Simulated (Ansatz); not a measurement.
Program: Ansatz. Geometries: PBE0-D4/def2-TZVP. ΔE: electronic, gas phase. CCSD(T)/CBS is the MP2 limit (def2-TZVPP, def2-QZVPP) plus CCSD(T) − MP2 in def2-TZVPP, frozen cores. DFT in def2-TZVPP. B3LYP here is the variant with VWN-RPA as its local correlation; programs differ in this. HSE06 is defined as in plane-wave codes.

Consider the redistribution: `[SiH3]B1C[SiH2]1` + `[CH2]1[NH][AlH]1` → `B1C[SiH2]1` + `[SiH3][N]1[CH2][AlH]1`.

`[SiH3]B1C[SiH2]1`:

```xyz
11

Si    0.843    0.364   -1.790
B    -0.337    0.197   -0.200
C    -0.968   -0.935    0.526
Si   -0.193    0.560    1.665
H     2.244    0.651   -1.371
H     0.856   -0.848   -2.657
H     0.379    1.514   -2.616
H    -1.851   -0.851    1.168
H    -0.770   -1.977    0.283
H    -1.306    0.830    2.603
H     1.103    0.494    2.389
```

`[CH2]1[NH][AlH]1`:

```xyz
7

C     0.785   -0.165   -0.272
N    -0.112    0.564    0.696
Al   -1.122   -0.364   -0.341
H     1.338    0.471   -0.968
H     1.442   -0.916    0.172
H     0.272    1.170    1.399
H    -2.603   -0.760   -0.686
```

`B1C[SiH2]1`:

Z-matrix (Å, degrees):
```
C
Si 1 2.033
B 1 1.486 2 63.3
H 1 1.088 2 139.0 3 -110.8
H 1 1.093 2 86.3 3 131.3
H 2 1.480 1 102.1 3 -130.0
H 2 1.487 1 125.0 3 104.0
H 3 1.187 1 132.1 2 -141.0
```

`[SiH3][N]1[CH2][AlH]1`:

Cartesian coordinates in Å:
```
Si 0.753 -0.543 -1.261
N 0.210 -0.020 0.271
C -1.189 0.550 0.526
Al 0.053 0.392 1.957
H -0.098 -1.646 -1.800
H 0.714 0.561 -2.265
H 2.153 -1.032 -1.137
H -1.388 1.491 0.010
H -1.998 -0.163 0.357
H 0.789 0.411 3.341
```

**Question.** Is it downhill or uphill in electronic energy at CCSD(T)/CBS, and by how much? (Estimate.)

**Answer.** Computed: Downhill: ΔE = -16.0 kcal/mol.

**Question.** What do these levels give: LDA (SPW92), PBE-D4, r2SCAN-D4, B97M-V, r2SCANh-D4, revPBE, B3LYP, r2SCAN0, HSE06, RPA@PBE/def2-TZVPP, MP2/def2-TZVPP, SCS-MP2/def2-TZVPP? (Estimate.)

**Answer.** Computed: LDA (SPW92) -11.9, PBE-D4 -12.1, r2SCAN-D4 -15.1, B97M-V -15.2, r2SCANh-D4 -15.4, revPBE -11.8, B3LYP -16.0, r2SCAN0 -15.8, HSE06 -13.4, RPA@PBE/def2-TZVPP -16.0, MP2/def2-TZVPP -17.5, SCS-MP2/def2-TZVPP -18.1 kcal/mol.

**Question.** What do rigid-rotor, harmonic-oscillator terms from PBE0-D4/def2-TZVP frequencies (298.15 K, 1 bar) make of the CCSD(T)/CBS value? (An estimate is asked.)

**Answer.** Computed: ΔZPE = -0.7 kcal/mol, ΔH = -16.9 kcal/mol, ΔS = -8 J/(mol·K), ΔG = -16.4 kcal/mol.

Largest T1 diagnostic among the species: 0.015.

In def2-TZVPP, CCSD(T) changes the Hartree–Fock value by +4.7 kcal/mol (the triples alone add +0.6 kcal/mol) and MP2 by +3.2 kcal/mol. From r2SCAN to r2SCAN0 (25 % exact exchange), in def2-TZVPP and without D4, ΔE moves by −0.7 kcal/mol. Leaving LDA and LC-ωPBE aside and taking each functional with its dispersion term where it has one, the values, not all of them listed here, spread over 6.1 kcal/mol, from BHLYP-D4 to PBE-D4.
